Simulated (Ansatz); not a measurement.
`SC[NH][GeH3]` and `N=CNCS` differ in one atom or group.

Ansatz, PBE0-D4/def2-TZVP geometries, multiplicity 1. Each molecule was computed in one conformer, which needn't be the lowest.

Scalar relativity is left out up to krypton.

```tsv
property	`SC[NH][GeH3]`
HOMO energy (PBE0/def2-TZVPP) / eV	-6.69
HOMO energy (ωB97M-V/def2-TZVPP) / eV	-8.93
HOMO–LUMO gap (PBE0/def2-TZVPP) / eV	6.80
size of the dipole moment (PBE/def2-TZVPP) / D	1.22
LUMO energy (B3LYP/def2-TZVPP) / eV	-0.14
LUMO energy (PBE/def2-TZVPP) / eV	-0.74
```

**Question.** Give the same properties after the change, and the shifts. (Estimate.)

**Answer.** The calculation gave: 
```json
{"property": "HOMO energy (PBE0/def2-TZVPP) / eV", "`N=CNCS`": "-6.70", "shift": "-0.01"}
{"property": "HOMO energy (ωB97M-V/def2-TZVPP) / eV", "`N=CNCS`": "-8.92", "shift": "0.01"}
{"property": "HOMO–LUMO gap (PBE0/def2-TZVPP) / eV", "`N=CNCS`": "7.06", "shift": "0.26"}
{"property": "size of the dipole moment (PBE/def2-TZVPP) / D", "`N=CNCS`": "2.85", "shift": "1.63"}
{"property": "LUMO energy (B3LYP/def2-TZVPP) / eV", "`N=CNCS`": "0.10", "shift": "0.24"}
{"property": "LUMO energy (PBE/def2-TZVPP) / eV", "`N=CNCS`": "-0.69", "shift": "0.05"}
```

Dipoles are sizes alone; their direction can turn.

B3LYP here is the variant with VWN-RPA as its local correlation; programs differ in this.
